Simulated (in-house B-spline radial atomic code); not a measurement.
# RPA and G0W0 on PBE0: Ar³⁺

Configuration [Ne] 3s2 3p3, highest spin, mean-field start PBE0. Computed with an all-electron radial atomic-structure program (B-spline basis): all electrons, non-relativistic, point nucleus, each spin shell either full or empty, empty states to l = 9 with an (l + 1/2)⁻⁴ tail; G0W0 by contour deformation at full frequency.

Command:
```bash
python run_gw.py task.json out
```
Settings (radii: box in bohr, nucleus in fm):
```
Z                        18
electrons                15
configuration            [Ne] 3s2 3p3
hamiltonian              nr
method                   pbe0
lmax                     9
spin_polarised           True
box_radius               14.14
intervals                49
```

Run time, properties included: 2.2 s on 1 thread of Arm Neoverse N1 (shared host).

Energies (hartree):

```
                                     term       value
                         mean-field total  -524.30003
Hartree-Fock functional on these orbitals  -523.86129
                      direct second order     -1.0038
                    second-order exchange     0.36612
                         SOSEX correction     0.33325
```

(1) What is the RPA correlation energy, and what remains with SOSEX?

Quasi-particle levels (eV):

| level | occupied | mean field | Σx - vxc | Σc | QP weight | G0W0 |
| --- | --- | --- | --- | --- | --- | --- |
| 3p up | yes | -53.74 | -5.37 | ? | ? | ? |
| 3s down | yes | -64.04 | -3.30 | -2.41 | 0.946 | -69.75 |
| 2p down | yes | -284.93 | -21.74 | 7.54 | 0.855 | -299.13 |
| 3p down | no | -45.24 | 7.17 | -3.01 | 0.943 | -41.09 |

G0W0 = mean field + (Σx - vxc) + Σc, with Σc (partial-wave tail included) taken at the quasi-particle energy. Only the outer levels were computed. Levels of low weight are left out.

(2) Where does G0W0 put 3p up?

## Answers

(1) RPA gives -0.88546 hartree (-1.61 eV per electron); RPA + SOSEX gives -0.55221, and the second-order doubles -0.63765 hartree (no singles). RPA lacks exchange-type terms and so overcorrelates at short range.

(2) At -59.28 eV, with Σc = -0.18 eV and a quasi-particle weight of 0.943. The tabulated removal energy is 59.58 ± 0.18 eV (NIST, semi-empirical); the calculation leaves out relativity, Breit and QED terms, and what these don't explain is the method's own error.
